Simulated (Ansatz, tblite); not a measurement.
Isomers of Mg4O4⁻ (doublet), found by a short tight-binding search and relaxed with PBE0-D4/def2-SVPD in Ansatz.

The xTB rows come from tblite. Correlated methods freeze 8 core orbitals; core or outer-core shells of Mg are correlated, in sets that lack core-valence functions.

Run but left out: MP2/def2-TZVPD (A: ⟨S²⟩ 0.93, where a pure state has 0.75).

A: At MP2/def2-TZVPD the charge -1 doublet is spin-contaminated (final ⟨S²⟩ up to 0.93, 0.75 for a pure state). At PBE-D4/def2-TZVPD the gap within one spin of the charge -1 doublet nearly closes, so an electron or hole may be smeared out by delocalisation error. B: At PBE-D4/def2-TZVPD the highest occupied level of the charge -1 doublet lies above zero (up to 0.46 eV). It is a level of α spin, whose loss leaves a singlet; that state wasn't run at this geometry and level. The electron is either unbound and held by the finite basis, or the level is raised by self-interaction error.

Other spin states weren't relaxed.

A:

```xyz
8

Mg   -4.491    0.324    0.492
Mg    2.692   -0.211   -0.287
Mg    6.300   -0.339   -0.696
Mg   -0.902    0.002    0.083
O     4.486   -0.294   -0.474
O    -6.290    0.515    0.717
O     0.893   -0.129   -0.101
O    -2.688    0.131    0.266
```

B:

| atom | x (Å) | y (Å) | z (Å) |
| --- | --- | --- | --- |
| Mg1 | -0.3785 | 1.8881 | 0.8119 |
| Mg2 | 1.7616 | 0.7235 | -0.8612 |
| Mg3 | 0.3780 | -1.8879 | -0.8126 |
| Mg4 | -1.7619 | -0.7234 | 0.8608 |
| O5 | -1.8759 | 1.0209 | 1.4671 |
| O6 | 1.8762 | -1.0211 | -1.4666 |
| O7 | -1.2126 | -2.2895 | 0.0429 |
| O8 | 1.2130 | 2.2894 | -0.0424 |

C:

```xyz
8

Mg    0.332   -0.026    1.663
Mg    0.970   -1.184   -0.731
Mg   -1.424    1.659    0.667
Mg   -0.670    0.287   -2.167
O     1.478   -1.375    1.059
O    -0.799    1.327    2.378
O    -0.408    0.382   -0.294
O     0.520   -1.071   -2.577
```

Question: Estimate their order by electronic energy at RPA@PBE/def2-TZVPD, counted from the lowest.

Answer: C (0.00) < B (0.34) < A (1.54), in eV.

Question: Do the other levels pick the same lowest one?

Answer: Not GFN1-xTB. Energies above each level's lowest (eV):

```tsv
level	A	B	C
GFN1-xTB	0.85	0.00	0.20
GFN2-xTB	3.16	0.29	0.00
HF/def2-TZVPD	1.61	0.61	0.00
PBE-D4/def2-TZVPD	2.23	0.08	0.00
RPA@PBE/def2-TZVPD	1.54	0.34	0.00
```
Point groups (tolerance 0.1 Å): A not assigned, B D4h, C C2v. Lower isomers may exist.
